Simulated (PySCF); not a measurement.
H6BNO3Si, SMILES N[SiH2]OB(O)O, PBE0/def2-SVP optimised geometry.

```
12

Si     1.33    -0.78     0.05
N      1.03    -1.98    -1.14
O      0.30     0.56     0.00
B     -1.06     0.56     0.00
O     -1.76     1.73     0.00
O     -1.74    -0.63     0.00
H      1.19    -1.40     1.40
H      2.69    -0.23    -0.18
H      1.32    -1.83    -2.10
H      0.15    -2.48    -1.10
H     -1.17     2.48     0.01
H     -2.69    -0.49     0.02
```

Density from PBE0/def2-TZVP in PySCF 2.14.0 at that geometry.

Minimum of the electron density along straight lines between bonded atoms, close to the bond critical point (lines longer than 1.1 times the sum of covalent radii, or with two minima, are not listed):

| bond | length / Å | ρ at the minimum / e bohr⁻³ | ∇²ρ there / e bohr⁻⁵ | position (fraction from the first atom) |
|---|---|---|---|---|
| Si1–N2 | 1.717 | 0.135 | [?] | 0.40 |
| Si1–O3 | 1.686 | 0.125 | [?] | 0.41 |
| O3–B4 | 1.362 | 0.208 | 0.91 | 0.67 |
| B4–O5 | 1.365 | 0.211 | 0.89 | 0.33 |
| B4–O6 | 1.368 | 0.209 | 0.87 | 0.33 |
| Si1–H7 | 1.489 | 0.124 | 0.14 | 0.49 |
| Si1–H8 | 1.487 | 0.124 | 0.14 | 0.49 |
| N2–H9 | 1.014 | 0.331 | -1.61 | 0.74 |
| N2–H10 | 1.015 | 0.331 | -1.61 | 0.74 |
| O5–H11 | 0.962 | 0.358 | -2.46 | 0.81 |
| O6–H12 | 0.962 | 0.358 | -2.47 | 0.81 |

Task: Some entries are withheld; supply them.

Result: 
- Si1–N2, ∇²ρ there / e bohr⁻⁵: 0.57
- Si1–O3, ∇²ρ there / e bohr⁻⁵: 0.70
